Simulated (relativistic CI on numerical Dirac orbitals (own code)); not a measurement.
Level scheme of Ba4+

Method of calculation: Dirac-Coulomb-Breit CI, KLI orbitals optimised for each configuration, QED by a radiative potential, valence Slater integrals scaled by 0.85, P86 correlation energy added to each configuration (own radial code, finite nucleus).

Configuration list (outside the closed core [Kr] 4d10): 5s²5p⁴, 5s5p⁵, 5s²5p³5d, 5p⁶, 5s²5p³4f, 5s5p⁴5d, 5s²5p³5f, 5s²5p³6s, 5s²5p³5g, 5s²5p³6p, 5s²5p²4f5d, 5s5p⁴5f, 5s5p⁴4f, 5s²5p³6d, 5s5p⁴5g, 5s²5p³7s, 5s²5p³7p, 5p⁵4f, 5s5p³4f², 5p⁵5d, 5s²5p³6f, 5s²5p³7d, 5s5p⁴6s, 5s²5p³8s, 5s5p³5d², 5s5p⁴6p, 5s5p³5d6s, 5s²5p²4f², 5s²5p4f²5d, 5s²5p4f³, 5s5p²4f²5d, 5s²5p4f²5f, 5s²5p4f²6s, 5s²5p²5d², 5s²5p5d³, 5s²5p4f5d², 5s5p²5d³, 5s²5p5d²5f, 5s²5p5d²6s. Double excitations out of closed p, d and f shells are left out; levels of such configurations are missing from the list, as are those of other unlisted configurations, and high levels can miss mixing partners. These lack a partner that the ground configuration has and come out too high: 5s²5p³5g, 5s²5p³6p, 5s5p⁴5f, 5s5p⁴4f, 5s²5p³6d.

The lowest level is 5s²5p⁴ ³P2, with 82 % of that term; Hund's rules for 5s²5p⁴ give ³P with J = 2, in agreement.

```
No.  Configuration  Term  J  E (cm⁻¹)   %  Lifetime (s)      jj configuration (%)
  1         5s²5p⁴    ³P  2       0.0  82                            5p3/2^2 (93)
  2         5s²5p⁴    ³P  0   10787.3  68      9.63e+00              5p3/2^2 (84)
  3         5s²5p⁴    ³P  1   16179.1  97      1.21e-02        5p1/2 5p3/2^3 (97)
  4         5s²5p⁴    ¹D  2   24414.9  81      1.27e-02        5p1/2 5p3/2^3 (92)
  5         5s²5p⁴    ¹S  0   49487.4  67      1.63e-03              5p3/2^4 (83)
  6          5s5p⁵   ³P°  2  131571.0  77      1.42e-09           5s 5p3/2^3 (77)
  7          5s5p⁵   ³P°  1  140144.8  67      1.13e-09           5s 5p3/2^3 (46)
  8          5s5p⁵   ³P°  0  148594.8  72      1.49e-09     5s 5p1/2 5p3/2^4 (72)
  9     5p³(4S°)5d   ⁵D°  3  161132.3  69      6.38e-09          5p3/2 5d3/2 (40)
 10     5p³(4S°)5d   ⁵D°  2  161203.2  63      5.46e-09          5p3/2 5d3/2 (66)
 11     5p³(4S°)4f    ⁵F  3  161439.6  54      2.68e-06          5p3/2 4f5/2 (77)
 12     5p³(4S°)4f    ⁵F  4  161731.8  63      1.61e-03          5p3/2 4f7/2 (40)
 13     5p³(4S°)5d   ⁵D°  0  161760.8  78      4.07e-09          5p3/2 5d3/2 (57)
 14     5p³(4S°)5d   ⁵D°  1  162241.7  79      2.28e-09          5p3/2 5d3/2 (46)
 15     5p³(4S°)4f    ⁵F  2  162619.0  77      9.60e-07          5p3/2 4f5/2 (59)
 16     5p³(4S°)5d   ⁵D°  4  162767.6  79      8.91e-03          5p3/2 5d5/2 (60)
 17     5p³(4S°)4f    ⁵F  1  162959.8  81      1.86e-06          5p3/2 4f5/2 (56)
 18     5p³(4S°)4f    ⁵F  5  163266.1  76      1.33e-02          5p3/2 4f7/2 (62)
 19     5p³(2D°)5d   ¹P°  1  165681.7  42      9.78e-10     5s 5p1/2 5p3/2^4 (32)
 20     5p³(4S°)4f    ³F  3  165923.6  35                        5p3/2 4f7/2 (74)
 21     5p³(4S°)5d   ³D°  2  167953.6  36      1.72e-09          5p3/2 5d5/2 (57)
 22     5p³(4S°)4f    ³F  2  173472.1  81      1.92e-06          5p3/2 4f7/2 (47)
 23     5p³(4S°)4f    ³F  4  173684.2  55      3.58e-05  5p1/2 5p3/2^2 4f7/2 (44)
 24     5p³(4S°)5d   ³D°  3  175138.8  51      3.82e-09  5p1/2 5p3/2^2 5d5/2 (65)
 25     5p³(4S°)5d   ³D°  1  176308.7  89      2.87e-09  5p1/2 5p3/2^2 5d3/2 (41)
 26     5p³(2D°)4f    ³G  3  176978.0  49                5p1/2 5p3/2^2 4f5/2 (73)
 27     5p³(2D°)4f    ³G  4  178267.5  56      1.43e-05  5p1/2 5p3/2^2 4f7/2 (36)
 28     5p³(2D°)5d   ³F°  2  178354.0  55      3.54e-09  5p1/2 5p3/2^2 5d3/2 (79)
 29     5p³(2D°)5d   ¹S°  0  179105.0  78      1.99e-04  5p1/2 5p3/2^2 5d3/2 (44)
 30     5p³(2D°)4f    ³F  2  179635.6  31      1.38e-07  5p1/2 5p3/2^2 4f5/2 (65)
 31     5p³(2D°)5d   ³F°  3  180565.5  66      2.55e-09  5p1/2 5p3/2^2 5d3/2 (68)
 32     5p³(2D°)4f    ³F  4  181537.8  46      4.56e-05  5p1/2 5p3/2^2 4f5/2 (50)
 33     5p³(2D°)4f    ³G  5  181749.4  36      7.49e-05  5p1/2 5p3/2^2 4f7/2 (74)
 34     5p³(2D°)4f    ³D  3  181852.3  55      6.43e-08  5p1/2 5p3/2^2 4f7/2 (51)
 35     5p³(2D°)5d   ³G°  3  182985.9  58      1.10e-09  5p1/2 5p3/2^2 5d3/2 (28)
 36     5p³(2D°)5d   ³G°  4  183201.9  44      2.37e-05  5p1/2 5p3/2^2 5d5/2 (62)
 37     5p³(2D°)4f    ¹P  1  183850.7  67      1.59e-07  5p1/2 5p3/2^2 4f5/2 (51)
 38     5p³(2D°)5d   ³F°  4  186330.3  79      1.21e-05  5p1/2 5p3/2^2 5d5/2 (73)
 39     5p³(2D°)4f    ³G  5  187153.3  76      1.50e-05  5p1/2 5p3/2^2 4f7/2 (70)
 40     5p³(2D°)4f    ³F  2  187989.1  34      6.01e-08  5p1/2 5p3/2^2 4f5/2 (62)
 41     5p³(2D°)4f    ¹H  5  188814.6  60      3.74e-04  5p1/2 5p3/2^2 4f5/2 (90)
 42     5p³(2D°)4f    ³F  4  188935.6  56      8.16e-06  5p1/2 5p3/2^2 4f5/2 (60)
 43     5p³(2D°)4f    ³H  6  189214.9  98      7.67e-02  5p1/2 5p3/2^2 4f7/2 (98)
 44     5p³(2D°)5d   ³G°  5  190092.1  96      6.43e-06  5p1/2 5p3/2^2 5d5/2 (96)
 45     5p³(2D°)5d   ¹G°  4  190481.4  66      3.52e-06  5p1/2 5p3/2^2 5d3/2 (75)
```

Energies count from the lowest computed level; ° marks odd parity; lifetimes are radiative, by E1, M1, E2 decay to levels of this space only; some are left blank where a channel outside the calculation adds to the decay or the decay crosses a small, uncertain gap. Percentages are summed over parent terms; the parents shown are those of the largest component, closed shells are left out there. Filled j subshells are mostly left out of the jj labels.

The mean weight of the leading LS term, summed over parents, in these 45 levels is 65 %, and that of the leading jj configuration (from the same eigenvectors) 64 %.

At this charge configurations can still be misplaced by up to about 7 % of their energy. Levels and lines within the n = 5 or 6 shells can be off by up to 10 % or somewhat more, and those that change n by about 2 %, since core polarisation is missing. 32 of the 50 excited levels that our extract of the measured tables holds in this range could be paired (the sources list more); they are missed by 2665 cm⁻¹ on average and 6362 at most, and levels without a partner can miss by more. Levels that differ in their count of f electrons can be misplaced by several ten thousand cm⁻¹, since the correlation energy of f electrons is missing or only estimated; rates across such gaps can be off by orders of magnitude.

LS names give the leading component of a level, which can be under half, so a name can repeat, a term be missing and a line seem to break the LS rules.
